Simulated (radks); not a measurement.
All-electron atom: I II in [Kr] 4d10 5p(up 2.5, down 2.5) 5s(up 0.5, down 0.5) (fractional occupations, a model configuration). Calculated with a radial shooting solver on a logarithmic mesh with Libxc functionals: scalar-relativistic Kohn-Sham, LDA (Slater exchange, Perdew-Wang correlation), spin-polarised, spherical densities, finite nucleus; Fermi nuclear charge, rms radius 4.75 fm.

Unscreened Slater integrals over Kohn-Sham orbitals (eV). They are taken over the spin-up orbitals.

F0(5p,5p): 10.712
F2(5p,5p): 5.7359
F0(5p,5s): 11.624
G1(5p,5s): 7.6290
F0(5p,4d): 13.484
F2(5p,4d): 3.6697
G1(5p,4d): 1.1387
G3(5p,4d): 1.0547
F0(5p,4p): 13.690
F2(5p,4p): 3.1433
G0(5p,4p): 0.60426
G2(5p,4p): 0.77315
F0(5s,5s): 12.885
F0(5s,4d): 15.788
G2(5s,4d): 1.9413
F0(5s,4p): 16.104
G1(5s,4p): 1.1276
F0(4d,4d): 26.715
F2(4d,4d): 13.500
F4(4d,4d): 8.9522
F0(4d,4p): 28.574
F2(4d,4p): 14.500
G1(4d,4p): 18.457
G3(4d,4p): 11.430
F0(4p,4p): 30.883
F2(4p,4p): 16.188

Derived for the open shells (J is the average intra-shell exchange parameter used in DFT+U). 5p: J = F2/5 = 1.147 eV.
